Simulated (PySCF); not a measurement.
Molecule: In(Cp), C₅H₅In, singlet. Atoms near the plane z = 1.5 Å, at the PBE0/def2-SVP optimised geometry (x, y, z in Å): In1 (-1.6, -1.1, 0.0), C2 (1.1, -1.1, 0.0), C3 (0.7, 0.0, 0.8), C4 (0.1, 1.0, 0.0), H7 (1.6, -2.0, 0.3), H8 (0.9, 0.1, 1.9), H9 (-0.3, 2.0, 0.3).

Calculation: PySCF 2.14.0 with PBE0/def2-TZVP, def2 effective core potentials past Kr. The core electrons that the potentials of In replace are not part of the density. The values are rescaled to run from 0 to 1.

```
|%%%%%%%%%%%%%%%%%%%%%%%%%%%%%|
|%%%%%%%%%%%%%%%%%%%%%%%%%%%%%|
|%%%%%%%%%%%%%%%%%%%%%%%%%%%%%|
|%%%%%%%%%%%%%%%%%%%%%%%%%%%%%|
|%%%%%%%%%%%%%%%%%%%%%%%%%%%%%|
|%%%%%%%%%%%%%%%%%%%%%%%%%%%%%|
|%%%%%%%%%%%%%%%%%%%%%%%%%%%%%|
|%%%%%%%%%%%%%%%%%%%%%%%%%%%%%|
|%%%%%%%%%%%%%%%%%%%%%%%%%%%%%|
|%%%%%%%%%%%%%%%%%%%%%%%%%%%%%|
|%%%%%%%%%%%%%%%%@@%%%%%%%%%%%|
|%%%%%%%%%%%%%%@@@@@@%%%%%%%%%|
|%%%%%%%%%%%%%%@@@@@@%%%%%%%%%|
|%%%%%%%%%%%%%@@@+-#@@%%%%%%%%|
|%%%%%%%%%%%%%@@%- *@@%%%%%%%%|
|%%%%%%%%%%%%%%@@##@@@%%%%%%%%|
|%%%%%%%%%%%%%%@@@@@@%%%%%%%%%|
|%%%%%%%%%%%%%%%@@@@@%%%%%%%%%|
|%%%%%%%%%%%%%%%%%%%%%%%%%%%%%|
|%%%%%%%%%%%%%%%%%%%%%%%%%%%%%|
|%%%%%%%%%%%%%%%%%%%%%%%%%%%%%|
|%%%%%%%%%%%%%%%%%%%%%%%%%%%%%|
|%%%%%%%%%%%%%%%%%%%%%%%%%%%%%|
|%%%%%%%%%%%%%%%%%%%%%%%%%%%%%|
|%%%%%%%%%%%%%%%%%%%%%%%%%%%%%|
|%%%%%%%%%%%%%%%%%%%%%%%%%%%%%|
|%%%%%%%%%%%%%%%%%%%%%%%%%%%%%|
|%%%%%%%%%%%%%%%%%%%%%%%%%%%%%|
|%%%%%%%%%%%%%%%%%%%%%%%%%%%%%|
```
Scale: ten equal steps from 0.000 (start of ' ') to 1.00 (end of '@'), in the order ' .:-=+*#%@'; x runs from -4.00 to 4.00, y from -4.00 (bottom) to 4.00 (top).

Question: Which quantity is mapped?
A. Laplacian of the electron density
B. an orbital amplitude
C. electrostatic potential
D. deformation density (molecule minus spherical neutral atoms)

Answer: A, Laplacian of the electron density. In full: Laplacian of the electron density (e/bohr⁵).
